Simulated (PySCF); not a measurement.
# A small calculation by hand: refractive index and permittivity of the vapour

AlO, SMILES [O]=[Al], multiplicity 2.

Geometry optimised at B3LYP-D3(BJ)/def2-TZVPD.

M06-2X/def2-TZVPD in PySCF gives a mean static polarisability of 44.9 bohr³ and a dipole moment of 5.01 D. Take an ideal gas at 298.15 K and 0.01 bar, whether or not the substance is that volatile.

Q: Work out n − 1 in the optical limit and the static ε − 1.

A: 
Polarisability volume α' = 44.9 × 0.148185 = 6.65 Å³. Number density N = p/kT = 2.43e-7 Å⁻³.
Dilute limit of Lorentz–Lorenz: n − 1 = 2π N α' = 1.0e-5.
Orientation term of Debye: μ²/(3kT) = 8.098 Å³ × μ²(D²) = 203.26 Å³.
ε − 1 = 4π N (α' + μ²/3kT) = 0.00064. Orientation of the dipole supplies 97 % of the static response; it can't follow optical fields. Vibrational polarisation and dispersion are left out.
